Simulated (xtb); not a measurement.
xtb input (GFN-FF):

```bash
xtb mol.xyz --gfnff --opt tight --chrg 0 --uhf 0
```
mol.xyz:
```
11

C      1.77894681    -0.74197949     0.10827623
Al    -0.00805223     0.04846776    -0.00454877
C     -1.64991533    -1.00120093     0.03964769
O     -0.20851206     1.73908207    -0.14937184
H      1.90333930    -1.29021087     1.04751459
H      2.58297413    -0.00537283     0.04790693
H      1.93543899    -1.46934935    -0.69447157
H     -2.53869183    -0.37135198    -0.02750768
H     -1.68385862    -1.71908563    -0.78557429
H     -1.72181067    -1.58720678     0.96097413
H      0.52119538     2.35892238    -0.18227699
```

End of the output:

```
         :::::::::::::::::::::::::::::::::::::::::::::::::::::
         ::                     SUMMARY                     ::
         :::::::::::::::::::::::::::::::::::::::::::::::::::::
         :: total energy              -1.424560028440 Eh    ::
         :: gradient norm              0.000160625837 Eh/a0 ::
         ::.................................................::
         :: bond energy               -1.416612353739 Eh    ::
         :: angle energy               0.000571293660 Eh    ::
         :: torsion energy             0.000939319290 Eh    ::
         :: repulsion energy           0.066076057888 Eh    ::
         :: electrostat energy        -0.071754127114 Eh    ::
         :: dispersion energy         -0.003727770121 Eh    ::
         :: HB energy                  0.000000000000 Eh    ::
         :: XB energy                  0.000000000000 Eh    ::
         :: bonded atm energy         -0.000052448305 Eh    ::
         :: external energy            0.000000000000 Eh    ::
         :: add. restraining           0.000000000000 Eh    ::
         :: total charge              -0.000000000000 e     ::
         :::::::::::::::::::::::::::::::::::::::::::::::::::::

           -------------------------------------------------
          |                Property Printout                |
           -------------------------------------------------

molecular dipole:
                 x           y           z       tot (Debye)
 q only:        0.302      -0.488       0.048       1.462
           -------------------------------------------------
          |                Geometry Summary                 |
           -------------------------------------------------

      molecular mass/u    :       74.0580005
   center of mass at/Å    :        0.0020427       0.0560555      -0.0045973
  moments of inertia/u·Å² :        0.9245464E+02   0.9696001E+02   0.1831377E+03
rotational constants/cm⁻¹ :        0.1823341E+00   0.1738617E+00   0.9204895E-01

 * 10 selected distances

     #   Z          #   Z                                           value/Å
     1   6 C        2  13 Al                                      1.9461931 (max)
Note: The following floating-point exceptions are signalling: IEEE_UNDERFLOW_FLAG IEEE_DENORMAL
normal termination of xtb
     2  13 Al       3   6 C                                       1.9461849
     2  13 Al       4   8 O                                       1.7621268
     1   6 C        5   1 H                                       1.0868045
     1   6 C        6   1 H                                       1.0866482
     1   6 C        7   1 H                                       1.0868104
     3   6 C        8   1 H                                       1.0865719
     3   6 C        9   1 H                                       1.0867888
     3   6 C       10   1 H                                       1.0867925
     4   8 O       11   1 H                                       0.9782135 (min)

 * 4 distinct bonds (by element types)

   Z      Z             #   av. dist./Å        max./Å        min./Å
   1 H    6 C           6     1.0867360     1.0868104     1.0865719
   1 H    8 O           1     0.9782135     0.9782135     0.9782135
   6 C   13 Al          2     1.9461890     1.9461931     1.9461849
   8 O   13 Al          1     1.7621268     1.7621268     1.7621268

optimized geometry written to: xtbopt.xyz

           -------------------------------------------------
          | TOTAL ENERGY               -1.424560028440 Eh   |
          | GRADIENT NORM               0.000160625837 Eh/α |
           -------------------------------------------------
########################################################################
[WARNING] Runtime exception occurred
-1- gfnff_setup: Could not read topology file.
########################################################################

------------------------------------------------------------------------
------------------------------------------------------------------------
 total:
 SCF:
 ANC optimizer:
```
